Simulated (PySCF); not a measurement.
Point groups of optimised structures. Theory: PBE0/pcSseg-1 in PySCF (dipole) on a GFN2-xTB geometry, gas phase. The symmetry is that of the one conformer found, every atom within 0.08 Å of its image; none is proved a minimum here.

(1) `[F:1][C:2]1=[C:3]([C:4]([F:5])([F:6])[F:7])[PH:8][CH2:9][CH2:10]1` with C2–C3–P8–C9 11°, C3–P8–C9–C10 -21°, P8–C9–C10–C2 25°, F1–C2–C10–C9 164°: symmetry, top, dipole?

(2) Point group, rotor type and polarity of `[SiH3:1][Si:2]([SiH3:3])([SiH3:4])[c:5]1[cH:6][cH:7][cH:8][s:9]1`?

(3) What symmetry has `[O:1]=[CH:2]/[CH:3]=[CH:4]/[c:5]1[cH:6][cH:7][cH:8][cH:9][cH:10]1` with O1–C2–C3–C4 180°, C3–C4–C5–C6 0° (trans-cinnamaldehyde)?

Answers

(1) C1; asymmetric top; symmetry number 1; this conformer is chiral (no improper operation); dipole 4.25 D; A, B, C = 1626, 990.0, 702.2 MHz.

(2) Cs; asymmetric top; symmetry number 1; 2 operations, which sort the 21 atoms into 16 sets; dipole 1.09 D, in the ab plane, which is the mirror; A, B, C = 849.5, 514.5, 473.3 MHz; heavy atoms equivalent by symmetry: Si1/Si3.

(3) Cs; near-prolate asymmetric top; symmetry number 1; 2 operations, which sort the 18 atoms into 18 sets; dipole 4.60 D, in the ab plane, which is the mirror; A, B, C = 4927, 585.4, 523.2 MHz; heavy atoms equivalent by symmetry: none.
